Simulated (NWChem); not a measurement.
Molecule: BeHOCl; SMILES [OH][Be][Cl]

```xyz
4

Be     0.0006     0.5917     0.0000
Cl     0.0008    -1.2230     0.0000
O      0.0249     1.9811     0.0000
H     -0.2801     2.8796     0.0000
```
Atoms are numbered in this order, from 1.

Results from NWChem. Coordinates come from a PBE0/def2-SVP optimisation. Ions are spin-unrestricted doublets at the neutral geometry; other ion states weren't tried.

### Question
Estimate the computed values for PBE/def2-SVP. Quantities: vertical ionisation energy, ΔSCF (eV); −ε(HOMO) (eV).

### Answer
- vertical ionisation energy, ΔSCF (eV): 11.14
- −ε(HOMO) (eV): 7.37
